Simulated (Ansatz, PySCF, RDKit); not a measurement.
Dimer: HF (SMILES F) (first 2 atoms) with CH2O2 (SMILES O=CO); geometry from B3LYP-D3(BJ)/def2-TZVP, rigid monomers moved along the line of their centres of mass till H2···O3 is 1.88 Å.
(charge 0, multiplicity 1):
```xyz
7

F      0.390     0.001     0.462
H     -0.155    -0.473     1.095
O     -0.723    -0.778     2.861
C     -0.142    -0.028     3.619
O      0.758     0.873     3.271
H     -0.313    -0.026     4.699
H      0.886     0.843     2.296
```

Interaction energies are E(AB) − E(A) − E(B) at the monomers' geometry in the complex; basis-set methods are counterpoise corrected. Rows marked so take none. RDKit's UFF carries no charges.

Rows in 3-21G, 6-31G* carry no dispersion term and start afresh at each structure (6-31G* with six Cartesian d functions).

Codes used: Ansatz (a first-principles code); PySCF for 3-21G rows, 6-31G* rows; RDKit for the force fields. Values without a source in brackets are computed.

Problem. One of these levels gives 33.73 kcal/mol for the interaction energy. Which one is it?
A) PBE/def2-TZVPPD
B) UFF
C) HF/3-21G (no counterpoise)
D) HF/6-31G*

Solution. B, UFF. The others give -18.59 (HF/3-21G (no counterpoise)), -9.90 (HF/6-31G*), -11.45 (PBE/def2-TZVPPD)
